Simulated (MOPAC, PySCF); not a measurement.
H$_{9}$AlSi$_{3}$, SMILES `[SiH3][Al]([SiH3])[SiH3]`, neutral singlet in the gas phase. 

Z-matrix (Å, degrees):
```
Al
Si 1 2.4643
H 2 1.4993 1 113.36
H 2 1.4994 3 107.93 1 126.19
H 2 1.5037 3 106.97 4 114.77
Si 1 2.4656 2 120.23 3 -26.25
H 6 1.4997 1 113.37 2 -22.85
H 6 1.4998 7 107.83 1 125.83
H 6 1.5036 7 106.97 8 114.70
Si 1 2.4657 2 120.74 3 152.35
H 10 1.4993 1 113.89 2 13.24
H 10 1.5004 11 107.78 1 -124.92
H 10 1.5032 11 107.15 12 -114.65
```
Charge 0, multiplicity 1.

All levels are single points at this geometry (PBE-D3(BJ)/def2-TZVP); Pople sets use spherical d functions. Orbital energies aren't observables, and empty levels follow the basis.

| level | HOMO (eV) | LUMO (eV) | gap (eV) | dipole (D) | vertical IE, Delta-SCF (eV) |
|---|---|---|---|---|---|
| PBE-D3(BJ)/def2-TZVP in PySCF | -6.33 | -3.36 | 2.96 | 0.08 | – |
| B3LYP/6-31G* in PySCF | -7.05 | -2.63 | 4.41 | 0.07 | 8.95 |
| B3LYP/LANL2DZ in PySCF | -7.32 | -2.64 | 4.68 | 0.05 | – |
| BP86/6-31G* in PySCF | -6.35 | -3.28 | 3.07 | 0.06 | – |
| M06-2X/6-31G* in PySCF | -8.17 | -1.86 | 6.31 | 0.08 | – |
| PBE/6-31G* in PySCF | -6.25 | -3.21 | 3.04 | 0.05 | – |
| SVWN5/6-31G* in PySCF | -6.28 | -3.35 | 2.93 | 0.04 | – |
| PM6 in MOPAC | -9.63 | -1.39 | 8.24 | 0.07 | – |
| PM7 in MOPAC | -11.73 | -1.56 | 10.17 | 0.10 | – |
